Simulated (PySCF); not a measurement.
**Electric field gradients and quadrupole coupling constants**

C5H5N2P.
Structure used (GFN2-xTB), in Å, numbered top down from 1:
```
atom  x, y, z in Å
C1    -1.8658   -0.5932   -0.2909
N2    -0.6166    0.0491    0.0214
C3    -0.5278    1.3071    0.5161
P4     1.0744    1.8677    0.7633
C5     1.6384    0.2953    0.1502
C6     2.9815   -0.0772    0.0388
N7     4.0864   -0.3778   -0.0469
C8     0.5835   -0.5208   -0.1900
H9    -1.7832   -1.6672   -0.1260
H10   -2.1381   -0.4186   -1.3354
H11   -2.6535   -0.1940    0.3464
H12   -1.4343    1.8493    0.7197
H13    0.6509   -1.5192   -0.5843
```

Field gradients from the PBE0/pcSseg-1 density (PySCF, non-relativistic), principal values in atomic units, ordered |Vxx| ≤ |Vyy| ≤ |Vzz|:

```csv
atom,Vxx,Vyy,Vzz
N2,0.1943,0.3201,-0.5145
N7,0.3836,0.5477,-0.9313
```

Task: Find the asymmetry η = (Vxx − Vyy)/Vzz and the couplings χ = eQV/h (234.96 MHz × Q in barn × V in au), with Q(14N) = 0.02044 b.

Result: 
| atom | environment | nucleus | η | χzz (MHz) | χxx (MHz) | χyy (MHz) |
| --- | --- | --- | --- | --- | --- | --- |
| N2 | pyrrole-type nitrogen | 14N | 0.24 | -2.471 | 0.933 | 1.538 |
| N7 | nitrile nitrogen | 14N | 0.18 | -4.473 | 1.842 | 2.631 |

The tensor is traceless: Vxx + Vyy + Vzz = 0.

Task: What is Vzz at N7 in SI units (1 au = 9.71736 × 10²¹ V/m²)?

Result: -0.9313 au = -9.050 × 10²¹ V/m².

Task: What couplings would deuterons (Q(2H) = 0.00286 b) have in place of the hydrogens, at this geometry?

Result: 
```tsv
atom	bonded to	bond length (Å)	Vzz (au)	η	χzz (kHz)
H9	C1	1.090	0.3007	0.08	202
H10	C1	1.093	0.2944	0.06	198
H11	C1	1.089	0.3016	0.08	203
H12	C3	1.076	0.3367	0.11	226
H13	C8	1.076	0.3314	0.11	223
```

Geometry: GFN2-xTB; no solvent, vibrations or thermal averaging. GFN2-xTB bond lengths can be off by several hundredths of an ångström, more for odd bonds, and the gradients follow them. These gradients aren't converged with respect to the basis.

These values come from a run that also computed NMR shieldings. Cost: about 60 s of CPU time on one thread; the machine was shared, so the figure is rough.
